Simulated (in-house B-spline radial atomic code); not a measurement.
Configurations of the holmium ion Ho²⁺, with energies counted from [Xe] 4f11. Computed with an all-electron radial atomic-structure program (B-spline basis): Dirac-Hartree-Fock, average of configuration, Fermi nucleus of rms radius 5.2022 fm. Energies include first-order Breit, QED and recoil terms.

Occupations are held fixed; configurations that lie above the ionisation limit could autoionise.

| configuration | E - E(ref) (eV) | highest orbital | its <r> (bohr) |
| --- | --- | --- | --- |
| [Xe] 4f10 5d1 | 1.8705 | 5d5/2 | 2.359 |
| [Xe] 4f10 6d1 | 11.809 | 6d5/2 | 5.928 |
| [Xe] 4f10 8d1 | 17.139 | 8d5/2 | 15.46 |
| [Xe] 4f10 9g1 | 19.381 | 9g7/2 | 37.14 |
| [Kr] 4d10 4f12 5s2 5p5 | 27.806 | 4f7/2 | 0.8564 |
| [Kr] 4d10 4f11 5s2 5p5 8s1 | 39.26 | 8s1/2 | 10.66 |
| [Kr] 4d10 4f11 5s2 5p5 7d1 | 39.55 | 7d5/2 | 10.3 |
| [Kr] 4d10 4f11 5s2 5p5 9s1 | 41.151 | 9s1/2 | 15.78 |
| [Kr] 4d9 4f11 5s2 5p6 8s1 | 182.3 | 8s1/2 | 10.59 |
| [Kr] 4d9 4f11 5s2 5p6 9s1 | 184.21 | 9s1/2 | 15.7 |

(1) Order these further configurations by energy, lowest first.
A. [Kr] 4d9 4f11 5s2 5p6 7g1
B. [Kr] 4d9 4f11 5s2 5p6 9p1
C. [Kr] 4d9 4f11 5s2 5p6 8g1
D. [Kr] 4d9 4f12 5s2 5p6
E. [Xe] 4f10 8p1

(2) How far above the reference does [Xe] 4f10 8g1 lie?

(3) How far above the reference does [Xe] 4f10 7d1 lie?

(4) How far above the reference does [Xe] 4f10 7p1 lie?

(5) One of these lies 183.2 eV from the reference. Which?
A. [Kr] 4d9 4f11 5s2 5p6 5g1
B. [Xe] 4f10 9s1
C. [Kr] 4d10 4f11 5s2 5p5 8g1

## Answers

(1) E (15.909 eV), D (166.6 eV), B (184.68 eV), A (185.62 eV), C (186.21 eV).

(2) 18.979 eV; its least bound orbital is 8g7/2 with <r> = 28.64 bohr.

(3) 15.348 eV; its least bound orbital is 7d5/2 with <r> = 10.21 bohr.

(4) 13.006 eV; its least bound orbital is 7p3/2 with <r> = 7.654 bohr.

(5) A.
